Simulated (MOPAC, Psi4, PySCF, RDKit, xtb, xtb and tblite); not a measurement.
Internal rotation in SMILES CCC[SiH2]O (C₃H₁₀OSi). Scanned: dihedral C1–C2–C3–Si4; all other coordinates were relaxed at GFN2-xTB. Points at φ and −φ are mirror images.

Geometry of the scan point at 0° (Å):
```
15

C     -3.2404    -1.2588     0.3851
C     -2.8805    -2.0579     1.6314
C     -1.4801    -2.6936     1.6259
Si    -0.3687    -2.4280     0.1104
O      0.9653    -3.2617     0.5400
H     -2.5489    -0.4336     0.2420
H     -3.2127    -1.8887    -0.4994
H     -4.2450    -0.8505     0.4830
H     -3.6306    -2.8425     1.7579
H     -2.9706    -1.3948     2.4953
H     -0.9238    -2.3404     2.4962
H     -1.5763    -3.7717     1.7666
H     -0.9124    -2.9943    -1.1290
H     -0.0075    -1.0246    -0.1190
H      1.7217    -3.3170    -0.0358
```

Levels: GFN2-xTB (xtb and tblite); MMFF94 // GFN2-xTB (RDKit); PBE/def2-TZVP // GFN2-xTB (Psi4); PBE-D3(BJ)/def2-TZVP // GFN2-xTB (Psi4); UFF // GFN2-xTB (RDKit); AM1, restricted, heats of formation // GFN2-xTB (MOPAC); PM7, restricted, heats of formation // GFN2-xTB (MOPAC); GFN1-xTB // GFN2-xTB (xtb); RKS-B3LYP/6-31G* = restricted B3LYP/6-31G*, spherical d, density fitting // GFN2-xTB in PySCF; RMP2/3-21G = restricted MP2 (frozen core)/3-21G // GFN2-xTB run with PySCF; RKS-M06-2X/6-31G* = PySCF with restricted M06-2X/6-31G*, spherical d, density fitting // GFN2-xTB.

Least-squares fit of E(φ) = a0 + Σ (a_n cos nφ + b_n sin nφ), n = 1 to 4, to the 18 scan points, in kcal/mol above the lowest point of each profile (levels whose profile four harmonics don't fit are not listed):

```tsv
method	a0	a1	b1	a2	b2	a3	b3	a4	b4	rms of fit
GFN2-xTB	1.43	0.38	0.00	0.37	0.00	1.45	0.00	0.01	0.00	0.04
MMFF94	3.52	2.88	0.00	1.56	0.00	2.02	0.00	-0.29	0.00	0.07
PBE/def2-TZVP	1.79	0.95	0.00	0.30	0.00	1.21	0.00	0.07	0.00	0.06
PBE-D3(BJ)/def2-TZVP	1.60	0.74	0.00	0.30	0.00	1.24	0.00	0.07	0.00	0.06
UFF	3.61	2.43	0.00	1.31	0.00	2.37	0.00	-0.21	0.00	0.04
AM1	1.79	2.07	0.00	0.90	0.00	0.59	0.00	-0.04	0.00	0.04
PM7	1.97	1.95	0.00	0.74	0.00	0.60	0.00	-0.17	0.00	0.02
GFN1-xTB	0.77	0.07	0.00	0.03	0.00	0.79	0.00	0.06	0.00	0.06
RKS-B3LYP/6-31G*	2.10	1.02	0.00	0.30	0.00	1.41	0.00	0.01	0.00	0.05
RMP2/3-21G	2.13	0.82	0.00	0.42	0.00	1.73	0.00	-0.05	0.00	0.05
RKS-M06-2X/6-31G*	1.68	0.49	0.00	0.23	0.00	1.48	0.00	0.05	0.00	0.07
```

MMFF94 has few fitted parameters for silicon.
